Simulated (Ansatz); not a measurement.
Ansatz (an electronic-structure program) input (CCSD(T)/aug-cc-pVDZ):

Ansatz 0.2 input:
```yaml
crystal:
  periodic: [false, false, false]
  atoms:
    - {symbol: B, position_ang: [-0.86361546, 0.10170533, -0.54046449]}
    - {symbol: C, position_ang: [-1.31847279, -1.01285106, 0.46480523]}
    - {symbol: O, position_ang: [0.31926433, 0.70350593, -0.61946265]}
    - {symbol: C, position_ang: [1.45023090, 0.44301926, 0.23026250]}
    - {symbol: H, position_ang: [-1.23215201, -0.65400649, 1.49773578]}
    - {symbol: H, position_ang: [-0.67397718, -1.89583839, 0.37442394]}
    - {symbol: H, position_ang: [-2.34685855, -1.33330741, 0.30796591]}
    - {symbol: H, position_ang: [1.69748248, 1.36162783, 0.76084241]}
    - {symbol: H, position_ang: [1.23933973, -0.35050191, 0.94751622]}
    - {symbol: H, position_ang: [2.28957943, 0.15444299, -0.40086714]}
basis:
  gaussian:
    orbitals: aug-cc-pVDZ
magnetization: {spin_polarized: true, initial_magnetization: 1}
correlation: {method: ccsd_t, electrons: outside_noble_gas}
output: {forces: true}
```

End of the output:

```
integrals: 0.64 GiB planned
1427 factors; integrals over basis functions are off by at most 8.1e-4 eV
mean field: 0.58 GiB planned
mean field evaluation 1: about -4860.4087 eV, gradient 2.7e1 eV
mean field evaluation 2: about -4860.4095 eV, gradient 2.7e1 eV
mean field evaluation 4: about -4864.6031 eV, gradient 3.8e0 eV
mean field evaluation 8: about -4864.7600 eV, gradient 2.2e-1 eV
mean field evaluation 16: about -4864.7313 eV, gradient 1.4e0 eV
mean field evaluation 32: about -4861.7436 eV, gradient 7.4e-3 eV
mean field -4864.76121984 eV, -178.7766773756 hartree, gradient 1.9e-6 eV, S^2 0.754361; 1 other end points of the search recorded, 0 dependent functions left out
determinant -4864.76121984 eV, -178.7766773756 hartree, with singles and doubles -4881.19089388 eV, -179.3804567602 hartree
determinant -4861.74360334 eV, -178.6657820146 hartree, with singles and doubles -4878.28561740 eV, -179.2736898188 hartree
4 core orbitals not correlated
reference -4864.76121984 eV, -178.7766773756 hartree; 12, 11 occupied and 130, 131 virtual orbitals, 1427 factors
densities: 5.08 GiB planned
second order -15.22836741 eV of doubles, -0.00000000 eV of singles
coupled cluster: 2.79 GiB planned
cycle   1  -16.37927251 eV  change   -5.5e-1 eV  update   2.9e-2
cycle   2  -16.41009472 eV  change   -3.1e-2 eV  update   7.4e-3
cycle   3  -16.41257873 eV  change   -2.5e-3 eV  update   4.2e-3
cycle   4  -16.41431769 eV  change   -1.7e-3 eV  update   1.6e-3
cycle   5  -16.41450840 eV  change   -1.9e-4 eV  update   7.4e-4
cycle   6  -16.41466699 eV  change   -1.6e-4 eV  update   3.1e-4
cycle   7  -16.41474413 eV  change   -7.7e-5 eV  update   1.1e-4
cycle   8  -16.41476194 eV  change   -1.8e-5 eV  update   4.3e-5
cycle   9  -16.41476849 eV  change   -6.5e-6 eV  update   1.7e-5
cycle  10  -16.41476542 eV  change    3.1e-6 eV  update   6.8e-6
cycle  11  -16.41476368 eV  change    1.7e-6 eV  update   2.7e-6
cycle  12  -16.41476392 eV  change   -2.4e-7 eV  update   1.1e-6
perturbative correction -0.52637497 eV, -0.0193439233 hartree
the calculation of the forces begins
Total energy: -4881.70235873 eV, -179.3992527467 hartree
Atom 0 at    -0.863615     0.101705    -0.540464 Å, force    -0.746743    -0.125304    -0.230310 eV/Å
Atom 1 at    -1.318473    -1.012851     0.464805 Å, force    -0.009465    -0.052998     0.052901 eV/Å
Atom 2 at     0.319264     0.703506    -0.619463 Å, force     0.620273     0.688475    -0.455415 eV/Å
Atom 3 at     1.450231     0.443019     0.230263 Å, force    -0.078717    -0.068803     0.041533 eV/Å
Atom 4 at    -1.232152    -0.654006     1.497736 Å, force     0.047010     0.153678     0.426273 eV/Å
Atom 5 at    -0.673977    -1.895838     0.374424 Å, force     0.276736    -0.359296    -0.037953 eV/Å
Atom 6 at    -2.346859    -1.333307     0.307966 Å, force    -0.442461    -0.133990    -0.071835 eV/Å
Atom 7 at     1.697482     1.361628     0.760842 Å, force     0.090573     0.396261     0.226688 eV/Å
Atom 8 at     1.239340    -0.350502     0.947516 Å, force    -0.105945    -0.367764     0.328088 eV/Å
Atom 9 at     2.289579     0.154443    -0.400867 Å, force     0.348740    -0.130259    -0.279969 eV/Å
Dipole moment:     0.340868    -0.177149     0.365240 e Å
```

It need not be the lowest isomer of its formula.
